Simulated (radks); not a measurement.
Question: Ionisation of the carbon ion C3+, [He] 2s1, to [He] as the strength of local exchange is varied. All-electron calculation, non-relativistic Kohn-Sham, Slater X-alpha exchange (alpha = 2/3 is LDA exchange), no correlation, spin-unpolarised, spherical densities, point nucleus; without spin polarisation the odd electron is poorly described. Program: a radial shooting solver on a logarithmic mesh with Libxc functionals.

alpha  E(C3+) (hartree)  exchange (hartree)  IE (eV)  -e of the level emptied (eV)  <r> of it (bohr)
0.599         -33.80916            -2.97921   61.137                   53.378 (2s)             1.304
0.667         -34.14832            -3.33624   62.063                   54.427 (2s)             1.293
0.719         -34.40898            -3.61186   62.775                   55.236 (2s)             1.285
0.799         -34.81219            -4.04027   63.881                   56.494 (2s)             1.272
0.846         -35.05031            -4.29443   64.535                   57.240 (2s)             1.265
0.897         -35.30973            -4.57231   65.248                   58.054 (2s)             1.257
?             -35.75477            -5.05131   66.475                   59.458 (2s)             1.244

Which alpha was used in the last row?

Answer: alpha = 0.984. NIST Atomic Spectra Database: 64.494 eV (measured). The Delta-SCF value meets it near alpha = 0.84. Spin polarisation and multiplet splitting are left out, so open shells lie too high by an amount that depends on their filling.
